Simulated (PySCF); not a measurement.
Correlation energy of La²⁺ (lanthanum, charge +2)

[Xe] 6s1, 2S determinant (an excited configuration). Calculation: PySCF 2.14, in x2c-QZVPPall (16s10p9d6f2g, 151 functions); the spin-free X2C one-electron Hamiltonian (Gaussian nucleus). Frozen: [Ar] 3d10; 27 electrons correlated.

MP2 pair energies summed by pair of shells (mhartree):

```tsv
pair	energy	share (%)
4d-4d	-335.50	37.5
4d-5p	-157.77	17.6
5p-5p	-130.72	14.6
4p-4d	-62.87	7.0
5s-5p	-39.45	4.4
4d-5s	-36.34	4.1
4p-4p	-28.18	3.2
5p-6s	-24.94	2.8
4s-4d	-22.87	2.6
4p-5p	-16.45	1.8
4p-5s	-9.02	1.0
4s-4p	-7.54	0.8
5s-5s	-6.97	0.8
4d-6s	-6.75	0.8
4s-4s	-2.77	0.3
4s-5p	-2.16	0.2
5s-6s	-1.70	0.2
4s-5s	-1.32	0.1
4p-6s	-0.66	0.1
4s-6s	-0.10	0.0
```

Total MP2 correlation energy: -894.06 mhartree.

Same-spin part -317.32 and opposite-spin part -576.75 mhartree; SCS-MP2 scales them by 1/3 and 6/5 to -797.87 mhartree.

This basis was not built for core-valence correlation, so the inner-shell part is incomplete.
